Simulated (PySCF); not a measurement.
NMR data simulated for an unnamed compound:

¹H NMR (400 MHz, computed): δ 5.15 (t, J = 1.7 Hz, 1H), 3.70 (s, 3H), 2.37 (m, 2H), 2.18 (m, 2H).

¹³C{¹H} NMR (computed): δ 202.0 (C), 195.2 (C), 108.0 (CH), 57.5 (CH3), 35.3 (CH2), 30.1 (CH2).

Gas phase, non-relativistic Hamiltonian, averaged over atoms made equivalent by symmetry, fast rotation or ring inversion, single conformer. Coordinates at the PBE0-D3(BJ)/def2-SVP level; shieldings: GIAO PBE0/pcSseg-1; couplings computed with B3LYP/pcJ-1 (without the spin–dipole term); PySCF.

Referencing at the same level of theory: ¹H and ¹³C vs TMS.

Q: Which of these does the molecule contain: a CH3CH2 unit, an S-methyl group, a heteroaromatic ring, a methoxy group, a ketone, a non-aromatic C=C double bond?

A: 
- A CH3CH2 unit: no.
- An S-methyl group: no.
- A heteroaromatic ring: no.
- A methoxy group: yes (δC 57.5; δH 3.70 (s)).
- A ketone: yes (δC 202.0).
- A non-aromatic C=C double bond: yes.

The data belong to SMILES COC1=CC(=O)CC1, C6H8O2; they needn't prove each group on their own.

Carbon signals by region: 2 in the far downfield region (above 160 ppm), 1 in the sp2 and nitrile region (100–160 ppm), 1 at 50–100 ppm, 2 below 50 ppm. Above 160 ppm: 202.0, ketone carbonyl carbon, 195.2, alkene carbon bearing oxygen.

Splittings below 1 Hz are ignored in the labels, and close J values are merged. Couplings among chemically equivalent protons are left out too, so labels in AA′BB′ or AA′XX′ sets are apparent multiplicities. Unscaled 3J(H,H) at this level run about 10 % above measured values. Shifts are as computed. Against solution values, carbons near 30 ppm lie about +2 ppm off and those near 130 ppm about +5 ppm. Of 1211 compounds with measured shifts, 218 miss one by over three times the rms of a fit or turn the order of signals round; such compounds aren't used in these exercises.
